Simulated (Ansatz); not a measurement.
Basis-set extrapolation for CH6F2O2Si2 (`O[SiH](O)C[SiH](F)F`) (PBE0-D4/def2-TZVP geometry, frozen core, Ansatz 0.2.0). Multiplicity 1, RHF reference.

```
                      def2-TZVPP   def2-QZVPP
                 HF  -968.310611  -968.348409
    MP2 correlation    -1.387793    -1.507048
CCSD(T) correlation    -1.467491      not run
```

Energies in hartree. Use E(X) = E(∞) + A·exp(−7.88·√X) for Hartree–Fock and E(X) = E(∞) + B·X^(−2.97) for correlation, with X = 3 and 4, and add CCSD(T) minus MP2 of the smaller set to the MP2 limit.

**Question.** What is the CCSD(T) energy at the basis-set limit?

**Answer.** HF limit: -968.348409 + (-0.037798) × 0.13774 = -968.35362. MP2 limit: -1.507048 + (-0.119255) × 0.74074 = -1.59538. Higher-order term: -1.467491 − (-1.387793) = -0.07970. Total: -970.02870 hartree, 6.82 eV below CCSD(T)/def2-TZVPP.
